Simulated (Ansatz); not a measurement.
The first iterations of a band of F3HSi + H3N (9 atoms, charge 0, multiplicity 1).

These are results of Ansatz 0.2.0, UKS B3LYP-D4/def2-SVP, not measurements.

| Quantity | Value |
| --- | --- |
| movable images | 5 |
| climbing image | yes |
| spring | 5.0 eV/Å² |
| optimiser | quadratic models (default) |
| start path | through a guess of the saddle point |
| force threshold | 0.05 eV/Å |
| iteration limit | 60 |
| end points | relaxed |

First end point:

```xyz
9
Properties=species:S:1:pos:R:3
Si -0.867 -0.976 -0.350
H 0.410 -1.688 -0.294
F -2.039 -1.991 -0.759
F -1.264 -0.339 1.070
F -0.853 0.199 -1.446
H 1.858 0.553 0.454
N 1.313 1.413 0.515
H 0.573 1.264 1.200
H 0.868 1.565 -0.389
```

Last end point:

```xyz
9
Properties=species:S:1:pos:R:3
Si -1.227 0.030 -0.294
H 2.709 -1.418 0.931
F -1.096 -1.187 -1.329
F -1.729 -0.502 1.132
F -2.416 0.950 -0.865
H 2.118 -0.994 0.701
N 0.266 0.795 -0.108
H 0.495 1.329 0.723
H 0.880 0.998 -0.889
```

| iteration | highest image above the first end (eV) | largest band force component (eV/Å) |
| --- | --- | --- |
| 1 | 3.745 | 11.165 |
| 2 | 1.814 | 3.913 |
| 3 | 1.890 | 3.645 |
| 4 | 1.672 | 1.444 |

Q: Does the band converge within its limit, and where does its top end?

A: It converged. It ended after 13 iterations with the highest image 1.615 eV above the first end. Neighbouring images differ by up to 1.8 eV, so the band resolves the path poorly. A vibrational analysis at the climbing image gives one clearly imaginary mode, 1469i cm⁻¹: a first-order saddle point. The orbitals were unrestricted but ended closed-shell.

Time of the run: 2.6 min on 2 threads of Intel(R) Xeon(R) Platinum 8375C CPU @ 2.90GHz (Ice Lake), on a shared host, peak memory 0.28 GiB.
